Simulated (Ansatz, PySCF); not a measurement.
Gas-phase reaction in SMILES: OCO → [OH] (HO) + [CH2]O (the C-O bond at the site shown breaks; other sites are not compared here)
Each molecule is optimised on its own at B3LYP-D3(BJ)/def2-TZVP (Ansatz, a program for electronic structure), one conformer each, not searched for the lowest.

Quantity: bond dissociation energy (enthalpy at 298 K, with B3LYP-D3(BJ) rigid-rotor harmonic-oscillator terms from PySCF), in kcal/mol. Correlated levels leave the core frozen unless marked. UHF or UKS for open shells. Spin-orbit coupling is left out. No relativistic terms. Basis-set limits of correlation are two-point, X^-3; Hartree-Fock from the larger set. The bracket is a focal-point correction in the basis named.

```csv
level,program,bond dissociation energy (kcal/mol),minus last row
HF/aug-cc-pVTZ,Ansatz,60.9,-38.5
RI-HF/aug-cc-pVQZ,Ansatz,60.8,-38.6
PBE-D4/def2-TZVPD,Ansatz + dftd4,98.7,-0.7
r2SCAN-D3(BJ)/def2-TZVPD,Ansatz + dftd3,92.5,-6.9
r2SCAN-D4/def2-TZVPD,Ansatz + dftd4,92.5,-6.9
B3LYP-D3(BJ)/def2-TZVPD,Ansatz + dftd3,93.1,-6.3
PBE0/6-31G*,Ansatz,98.2,-1.2
PBE0-D4/def2-TZVPD,Ansatz + dftd4,95.5,-3.9
BHLYP-D3(BJ)/def2-TZVPD,Ansatz + dftd3,88.5,-10.9
r2SCAN0/def2-TZVPD,Ansatz,89.8,-9.6
HSE06-D4/def2-TZVPD,Ansatz + dftd4,95.6,-3.8
CAM-B3LYP-D4/def2-TZVPD,Ansatz + dftd4,95.3,-4.1
wB97X/def2-TZVPD,Ansatz,96.7,-2.7
B2PLYP/def2-TZVPD,Ansatz,95.0,-4.4
RPA@PBE/cc-pVTZ,Ansatz,90.6,-8.8
MP2/6-31G,Ansatz,84.6,-14.8
"RI-MP2/CBS(aug-cc-pVTZ,aug-cc-pVQZ)",Ansatz,107.0,7.6
SCS-MP2/6-31G,Ansatz,83.4,-16.0
SCS-MP2/aug-cc-pVTZ,Ansatz,101.6,2.2
CCSD/6-31G,Ansatz,78.8,-20.6
"RI-MP2/CBS(aug-cc-pVTZ,aug-cc-pVQZ)+[CCSD(T)-MP2]/aug-cc-pVTZ",Ansatz,99.4,0.0
```
